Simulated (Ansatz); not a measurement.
Calculation: Ansatz (an electronic-structure program) with r2SCAN-D4/def2-SVP. No frequencies were computed at this level.

Ansatz 0.2 input:
```yaml
crystal:
  periodic: [false, false, false]
  atoms:
    - { symbol: C, position_ang: [1.202733, -0.004629, 0.041759] }
    - { symbol: N, position_ang: [0.042454, -0.165703, -0.729261] }
    - { symbol: C, position_ang: [-1.19955, -0.010174, -0.096828] }
    - { symbol: H, position_ang: [1.808148, 0.800117, -0.395565] }
    - { symbol: H, position_ang: [1.026314, 0.212217, 1.10632] }
    - { symbol: H, position_ang: [1.814871, -0.910859, -0.049246] }
    - { symbol: H, position_ang: [-1.7919, -0.920263, -0.25499] }
    - { symbol: H, position_ang: [-1.147735, 0.209196, 0.980512] }
    - { symbol: H, position_ang: [-1.755333, 0.7901, -0.602701] }
basis:
  gaussian: { orbitals: def2-svp }
hamiltonian:
  xc: r2scan
  dispersion: d4
relax:
  max_steps: 150
magnetization:
  spin_polarized: true
  initial_magnetization: 1
```

Output:

```
Functional definition: r2SCAN
836 factors; their error is unknown
mean field evaluation 1: about -3649.0019 eV, gradient 3.4e1 eV
mean field evaluation 2: about -3646.0528 eV, gradient 4.1e1 eV
mean field evaluation 4: about -3654.9498 eV, gradient 2.3e0 eV
mean field evaluation 8: about -3654.9367 eV, gradient 3.8e-2 eV
mean field evaluation 16: about -3654.9367 eV, gradient 3.9e-5 eV
mean field -3654.93671285 eV, -134.3164467920 hartree, gradient 3.9e-5 eV, S^2 0.755802; 0 other end points of the search recorded, 0 dependent functions left out
reference -3654.93672224 eV, -134.3164471373 hartree; 13, 12 occupied and 59, 60 virtual orbitals, 836 factors
relax step   1: F+E_penalty+E_count = -3654.96306950 eV  Δ(F+E_penalty+E_count) = +0.000e0 eV  max|allowed force component| = 1.038e0 eV/Å  Δτ_max = 0.0000 Å  (32 SCF iters, accepted)
these checks for a lower state are left out or cut short: starts, cluster_reference, orbital_swaps, neighbouring_geometries, increment
836 factors; their error is unknown
mean field -3654.97362204 eV, -134.3178031799 hartree, gradient 2.5e-5 eV, S^2 0.755893; 0 other end points of the search recorded, 0 dependent functions left out
reference -3654.97363148 eV, -134.3178035269 hartree; 13, 12 occupied and 59, 60 virtual orbitals, 836 factors
relax step   2: F+E_penalty+E_count = -3654.99995608 eV  Δ(F+E_penalty+E_count) = -3.689e-2 eV  max|allowed force component| = 4.305e-1 eV/Å  Δτ_max = 0.0255 Å  (33 SCF iters, accepted)
these checks for a lower state are left out or cut short: starts, cluster_reference, orbital_swaps, neighbouring_geometries, increment
836 factors; their error is unknown
mean field -3654.97859502 eV, -134.3179859335 hartree, gradient 1.7e-5 eV, S^2 0.755907; 0 other end points of the search recorded, 0 dependent functions left out
reference -3654.97860447 eV, -134.3179862806 hartree; 13, 12 occupied and 59, 60 virtual orbitals, 836 factors
relax step   3: F+E_penalty+E_count = -3655.00492958 eV  Δ(F+E_penalty+E_count) = -4.973e-3 eV  max|allowed force component| = 8.459e-2 eV/Å  Δτ_max = 0.0193 Å  (36 SCF iters, accepted)
these checks for a lower state are left out or cut short: starts, cluster_reference, orbital_swaps, neighbouring_geometries, increment
836 factors; their error is unknown
mean field evaluation 32: about -3655.0144 eV, gradient 2.7e-1 eV
mean field -3654.97881641 eV, -134.3179940696 hartree, gradient 1.7e-5 eV, S^2 0.755898; 0 other end points of the search recorded, 0 dependent functions left out
reference -3654.97882585 eV, -134.3179944165 hartree; 13, 12 occupied and 59, 60 virtual orbitals, 836 factors
relax step   4: F+E_penalty+E_count = -3655.00514498 eV  Δ(F+E_penalty+E_count) = -2.154e-4 eV  max|allowed force component| = 1.773e-2 eV/Å  Δτ_max = 0.0026 Å  (30 SCF iters, accepted)
these checks for a lower state are left out or cut short: starts, cluster_reference, orbital_swaps, neighbouring_geometries, increment
836 factors; their error is unknown
mean field -3654.97917763 eV, -134.3180073441 hartree, gradient 1.4e-5 eV, S^2 0.755883; 0 other end points of the search recorded, 0 dependent functions left out
reference -3654.97918706 eV, -134.3180076905 hartree; 13, 12 occupied and 59, 60 virtual orbitals, 836 factors
relax step   5: F+E_penalty+E_count = -3655.00550809 eV  Δ(F+E_penalty+E_count) = -3.631e-4 eV  max|allowed force component| = 3.657e-2 eV/Å  Δτ_max = 0.0283 Å  (36 SCF iters, accepted)
these checks for a lower state are left out or cut short: starts, cluster_reference, orbital_swaps, neighbouring_geometries, increment
836 factors; their error is unknown
mean field -3654.98059711 eV, -134.3180595091 hartree, gradient 2.9e-5 eV, S^2 0.755866; 0 other end points of the search recorded, 0 dependent functions left out
reference -3654.98060651 eV, -134.3180598545 hartree; 13, 12 occupied and 59, 60 virtual orbitals, 836 factors
relax step   6: F+E_penalty+E_count = -3655.00693049 eV  Δ(F+E_penalty+E_count) = -1.422e-3 eV  max|allowed force component| = 6.292e-2 eV/Å  Δτ_max = 0.0478 Å  (35 SCF iters, accepted)
these checks for a lower state are left out or cut short: starts, cluster_reference, orbital_swaps, neighbouring_geometries, increment
836 factors; their error is unknown
mean field -3654.99493236 eV, -134.3185863197 hartree, gradient 2.4e-5 eV, S^2 0.755805; 0 other end points of the search recorded, 0 dependent functions left out
reference -3654.99494176 eV, -134.3185866651 hartree; 13, 12 occupied and 59, 60 virtual orbitals, 836 factors
relax step   7: F+E_penalty+E_count = -3655.02129757 eV  Δ(F+E_penalty+E_count) = -1.437e-2 eV  max|allowed force component| = 8.749e-2 eV/Å  Δτ_max = 0.1999 Å  (38 SCF iters, accepted)
these checks for a lower state are left out or cut short: starts, cluster_reference, orbital_swaps, neighbouring_geometries, increment
836 factors; their error is unknown
mean field evaluation 64: about -3654.9991 eV, gradient 1.9e-3 eV
mean field -3654.99914529 eV, -134.3187411420 hartree, gradient 2.4e-5 eV, S^2 0.755765; 0 other end points of the search recorded, 0 dependent functions left out
reference -3654.99915468 eV, -134.3187414872 hartree; 13, 12 occupied and 59, 60 virtual orbitals, 836 factors
relax step   8: F+E_penalty+E_count = -3655.02551677 eV  Δ(F+E_penalty+E_count) = -4.219e-3 eV  max|allowed force component| = 7.196e-2 eV/Å  Δτ_max = 0.0344 Å  (35 SCF iters, accepted)
these checks for a lower state are left out or cut short: starts, cluster_reference, orbital_swaps, neighbouring_geometries, increment
836 factors; their error is unknown
mean field -3655.01849769 eV, -134.3194523296 hartree, gradient 2.7e-5 eV, S^2 0.755660; 0 other end points of the search recorded, 0 dependent functions left out
reference -3655.01850695 eV, -134.3194526697 hartree; 13, 12 occupied and 59, 60 virtual orbitals, 836 factors
relax step   9: F+E_penalty+E_count = -3655.04492558 eV  Δ(F+E_penalty+E_count) = -1.941e-2 eV  max|allowed force component| = 6.781e-2 eV/Å  Δτ_max = 0.2000 Å  (40 SCF iters, accepted)
these checks for a lower state are left out or cut short: starts, cluster_reference, orbital_swaps, neighbouring_geometries, increment
836 factors; their error is unknown
mean field -3654.99533713 eV, -134.3186011948 hartree, gradient 2.2e-5 eV, S^2 0.755722; 0 other end points of the search recorded, 0 dependent functions left out
reference -3654.99534632 eV, -134.3186015325 hartree; 13, 12 occupied and 59, 60 virtual orbitals, 836 factors
relax step  10: F+E_penalty+E_count = -3655.02182237 eV  Δ(F+E_penalty+E_count) = +2.310e-2 eV  max|allowed force component| = 5.639e-1 eV/Å  Δτ_max = 0.1951 Å  (38 SCF iters, rejected (line search))
these checks for a lower state are left out or cut short: starts, cluster_reference, orbital_swaps, neighbouring_geometries, increment
836 factors; their error is unknown
mean field -3655.02550519 eV, -134.3197098506 hartree, gradient 1.6e-5 eV, S^2 0.755624; 0 other end points of the search recorded, 0 dependent functions left out
reference -3655.02551440 eV, -134.3197101888 hartree; 13, 12 occupied and 59, 60 virtual orbitals, 836 factors
relax step  11: F+E_penalty+E_count = -3655.05195958 eV  Δ(F+E_penalty+E_count) = -7.034e-3 eV  max|allowed force component| = 3.660e-2 eV/Å  Δτ_max = 0.0975 Å  (38 SCF iters, accepted)
these checks for a lower state are left out or cut short: starts, cluster_reference, orbital_swaps, neighbouring_geometries, increment
836 factors; their error is unknown
mean field evaluation 96: about -3655.0265 eV, gradient 1.1e-2 eV
mean field -3655.02654756 eV, -134.3197481570 hartree, gradient 8.0e-5 eV, S^2 0.755614; 0 other end points of the search recorded, 0 dependent functions left out
reference -3655.02655675 eV, -134.3197484945 hartree; 13, 12 occupied and 59, 60 virtual orbitals, 836 factors
relax step  12: F+E_penalty+E_count = -3655.05302999 eV  Δ(F+E_penalty+E_count) = -1.070e-3 eV  max|allowed force component| = 1.394e-1 eV/Å  Δτ_max = 0.0981 Å  (34 SCF iters, accepted)
these checks for a lower state are left out or cut short: starts, cluster_reference, orbital_swaps, neighbouring_geometries, increment
836 factors; their error is unknown
mean field -3655.02844075 eV, -134.3198177301 hartree, gradient 9.8e-6 eV, S^2 0.755595; 0 other end points of the search recorded, 0 dependent functions left out
reference -3655.02844996 eV, -134.3198180688 hartree; 13, 12 occupied and 59, 60 virtual orbitals, 836 factors
relax step  13: F+E_penalty+E_count = -3655.05490707 eV  Δ(F+E_penalty+E_count) = -1.877e-3 eV  max|allowed force component| = 4.246e-2 eV/Å  Δτ_max = 0.0284 Å  (36 SCF iters, accepted)
these checks for a lower state are left out or cut short: starts, cluster_reference, orbital_swaps, neighbouring_geometries, increment
836 factors; their error is unknown
mean field -3655.02867924 eV, -134.3198264948 hartree, gradient 2.4e-5 eV, S^2 0.755598; 0 other end points of the search recorded, 0 dependent functions left out
reference -3655.02868845 eV, -134.3198268330 hartree; 13, 12 occupied and 59, 60 virtual orbitals, 836 factors
relax step  14: F+E_penalty+E_count = -3655.05515603 eV  Δ(F+E_penalty+E_count) = -2.490e-4 eV  max|allowed force component| = 1.266e-2 eV/Å  Δτ_max = 0.0081 Å  (35 SCF iters, accepted)
these checks for a lower state are left out or cut short: starts, cluster_reference, orbital_swaps, neighbouring_geometries, increment
836 factors; their error is unknown
mean field -3655.02868152 eV, -134.3198265786 hartree, gradient 2.0e-5 eV, S^2 0.755598; 0 other end points of the search recorded, 0 dependent functions left out
reference -3655.02869072 eV, -134.3198269167 hartree; 13, 12 occupied and 59, 60 virtual orbitals, 836 factors
relax step  15: F+E_penalty+E_count = -3655.05515843 eV  Δ(F+E_penalty+E_count) = -2.403e-6 eV  max|allowed force component| = 9.677e-3 eV/Å  Δτ_max = 0.0021 Å  (30 SCF iters, accepted)
836 factors; their error is unknown
mean field evaluation 128: about -3655.0287 eV, gradient 4.0e-2 eV
mean field -3655.02868152 eV, -134.3198265786 hartree, gradient 2.1e-5 eV, S^2 0.755598; 1 other end points of the search recorded, 0 dependent functions left out
reference -3655.02869072 eV, -134.3198269167 hartree; 13, 12 occupied and 59, 60 virtual orbitals, 836 factors
Total energy: -3655.05516763 eV, -134.3207999252 hartree
Atom 0 at     1.184987    -0.059955     0.036670 Å, force    -0.000376     0.003822     0.001892 eV/Å
Atom 1 at     0.024272    -0.777299    -0.389127 Å, force     0.000279    -0.009677    -0.004533 eV/Å
Atom 2 at    -1.181088    -0.065853    -0.099136 Å, force     0.000148     0.003860     0.001878 eV/Å
Atom 3 at     1.252483     0.935753    -0.453284 Å, force     0.001382     0.001326     0.000030 eV/Å
Atom 4 at     1.160756     0.147191     1.128694 Å, force     0.001586     0.000715     0.001164 eV/Å
Atom 5 at     2.105306    -0.620046    -0.189547 Å, force    -0.002858    -0.001025    -0.000807 eV/Å
Atom 6 at    -2.066652    -0.630152    -0.429595 Å, force     0.002920    -0.001018    -0.000466 eV/Å
Atom 7 at    -1.283284     0.140381     0.988539 Å, force    -0.001687     0.000707     0.000972 eV/Å
Atom 8 at    -1.196779     0.929982    -0.593214 Å, force    -0.001395     0.001291    -0.000130 eV/Å
Dipole moment:    -0.010249     0.328904     0.164284 e Å
```

Cost: about 60 core-seconds (a rough figure).
